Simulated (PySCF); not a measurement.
**Working out the ionisation energy of Ar²⁺**

Ar²⁺ [Ne] 3s2 3p4 (3P) → Ar³⁺ [Ne] 3s2 3p3 (4S). Calculation: PySCF 2.14, in aug-cc-pV(D+d)Z; the non-relativistic Hamiltonian (point nucleus). Frozen: [Ne]. Energies in hartree (1 hartree = 27.21139 eV):

```json
{"part": "UHF", "Ar²⁺ (lower)": "-525.291650", "Ar³⁺ (upper)": "-523.846671"}
{"part": "CCSD correlation", "Ar²⁺ (lower)": "-0.118283", "Ar³⁺ (upper)": "-0.099756"}
{"part": "(T)", "Ar²⁺ (lower)": "-0.001511", "Ar³⁺ (upper)": "-0.000991"}
```

**Question.** What does Hartree-Fock give?

**Answer.** (-523.846671) − (-525.291650) = 1.444979 hartree = 39.320 eV.

**Question.** What do CCSD and CCSD(T) give?

**Answer.** The CCSD correlation energies differ by 0.018527 hartree = 0.504 eV and the triples by 0.000520 hartree = 0.014 eV, so CCSD gives 39.824 eV and CCSD(T) 39.838 eV.

A first-order spin-orbit estimate adds 0.062 eV to CCSD(T) (valence), giving 39.900 eV against 40.735 ± 0.012 eV (semi-empirical (NIST evaluation); NIST Atomic Spectra Database, ionization energies).

What remains against the reference includes basis incompleteness, the frozen core and higher excitations.
